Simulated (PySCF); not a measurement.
SMILES Cc1cccc(Cl)c1 (C7H7Cl), singlet at its GFN2-xTB optimised geometry (Å):

```
15

C     -1.7981    -1.8898     0.0013
C     -1.0297    -0.6040     0.0000
C     -1.7012     0.6144     0.0001
C     -1.0014     1.8064     0.0001
C      0.3834     1.8084     0.0001
C      1.0501     0.5957     0.0000
Cl     2.7814     0.5738     0.0000
C      0.3579    -0.6040     0.0000
H     -1.1287    -2.7454    -0.0175
H     -2.4530    -1.9396    -0.8674
H     -2.4222    -1.9552     0.8915
H     -2.7814     0.6238     0.0000
H     -1.5343     2.7454     0.0001
H      0.9370     2.7338     0.0000
H      0.9030    -1.5356    -0.0001
```

Level of theory: CAM-B3LYP/def2-TZVP in PySCF.

Map of the electrostatic potential (hartree/e), clipped to [-0.08, 0.12] on the plane z = 1.2 Å:

```
|1111111111111111111111111|
|1111111221111111111111111|
|1111122222211111111111111|
|1111222222211222111111111|
|1111222222211222111100000|
|1111222222211222111000000|
|1112222222222222110000000|
|1122211124423432110000000|
|1222211123423432110000000|
|2222222222222233222210000|
|2222222332111245445531000|
|2222222342111245446531000|
|2222222233222233333310000|
|2222222234423432211000000|
|2222233345433432110000000|
|2222357644322322110000000|
|2222499974322222110000000|
|1222599974322222111100000|
|1222379843222222111111111|
|1122233322222222111111111|
|1112222222222221111111111|
|1111111122222211111111111|
|1111111112222111111111111|
|1111111111111111111111111|
|1111111111111111111111111|
```
Scale: ten equal steps from -0.020 (start of '0') to 0.120 (end of '9'), in the order '0123456789'; x runs from -5.00 to 5.00, y from -5.00 (bottom) to 5.00 (top).
